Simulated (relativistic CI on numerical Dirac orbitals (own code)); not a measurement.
# What each ingredient does to the levels of Re XLVIII

Base calculation: Dirac-Coulomb-Breit CI, separate exchange-only KLI orbitals for each configuration, model QED (radiative potential, 1s self-energy scaled to tabulated hydrogen-like ionisation energies), unscaled Slater integrals.

CI space (outside the closed core [Ne]): 3s2 3p6 3d10, 3s2 3p6 3d9 4s, 3s2 3p6 3d9 4p, 3s2 3p6 3d9 4d, 3s2 3p5 3d10 4s, 3s2 3p6 3d9 4f, 3s2 3p5 3d10 4p, 3s2 3p6 3d8 4s2, 3s2 3p5 3d10 4d, 3s2 3p6 3d8 4s 4p, 3s 3p6 3d10 4s, 3s2 3p6 3d9 5s, 3s2 3p5 3d10 4f, 3s2 3p6 3d8 4p2, 3s2 3p6 3d8 4s 4d, 3s2 3p6 3d9 5p, 3s 3p6 3d10 4p, 3s2 3p5 3d9 4s2, 3s2 3p6 3d9 5d, 3s2 3p6 3d8 4p 4d, 3s2 3p6 3d9 5f, 3s2 3p6 3d9 5g, 3s2 3p5 3d9 4s 4p, 3s 3p6 3d10 4d, 3s2 3p6 3d8 4d2, 3s2 3p5 3d9 4p2, 3s2 3p5 3d9 4s 4d, 3s 3p6 3d10 4f, 3s 3p6 3d9 4s2, 3s2 3p6 3d9 6s, 3s2 3p5 3d10 5s, 3s2 3p4 3d10 4s2, 3s2 3p6 3d9 6p, 3s2 3p5 3d9 4p 4d, 3s2 3p5 3d10 5p, 3s2 3p6 3d9 6d. Levels of other configurations are missing.

Variants: (1) one mean potential for all configurations. Shifts of the energy above 3s2 3p6 3d10 1S_0, in eV, for the lowest level and the first level of each name with at least 55 % of one term (blank where a level changes its place among those of its configuration and J or its character, or is not in the variant):

```tsv
Level	Base	Δ(1)
3s2 3p6 3d10 1S_0	0.00	0.00
3s2 3p6 3d9 4s 3D_3	1620.83	-0.48
3s2 3p6 3d9 4s 1D_2	1622.74	-0.49
3s2 3p6 3d9 4s 3D_1	1691.87	-0.44
3s2 3p6 3d9 4s 3D_2	1693.10	-0.45
3s2 3p6 3d9 4p 3F°_2	1790.84	-0.44
3s2 3p6 3d9 4p 3F°_4	1830.28	-0.45
3s2 3p6 3d9 4p 1P°_1	1833.40	-0.47
3s2 3p6 3d9 4p 3D°_3	1835.56	-0.45
3s2 3p6 3d9 4p 3P°_0	1897.94	-0.41
3s2 3p6 3d9 4d 1P_1	2002.50	-0.50
3s2 3p6 3d9 4d 3G_5	2004.21	-0.50
3s2 3p6 3d9 4d 3D_3	2008.28	-0.50
3s2 3p6 3d9 4d 3F_4	2010.22	-0.50
3s2 3p6 3d9 4d 3P_0	2025.10	-0.39
3s2 3p6 3d9 4d 3G_3	2052.37	-0.47
3s2 3p6 3d9 4d 3F_2	2058.31	-0.48
3s2 3p5 3d10 4s 3P°_2	2085.45	-0.66
3s2 3p5 3d10 4s 1P°_1	2088.79	-0.66
3s2 3p6 3d9 4d 1S_0	2096.27	+0.27
3s2 3p6 3d9 4f 3P°_0	2156.98	-0.65
3s2 3p6 3d9 4f 3P°_1	2160.08	-0.64
```

At this charge energies of transitions that change n are usually good to better than 1 %, and those within a shell (Δn = 0) to a few per cent.

Ionisation energy from the two ground configurations alone: base 4211.27 eV. The NIST ASD value (measured) is 4214 eV.

LS names give the leading component of a level, which can be under half, so a name can repeat, a term be missing and a line seem to break the LS rules.
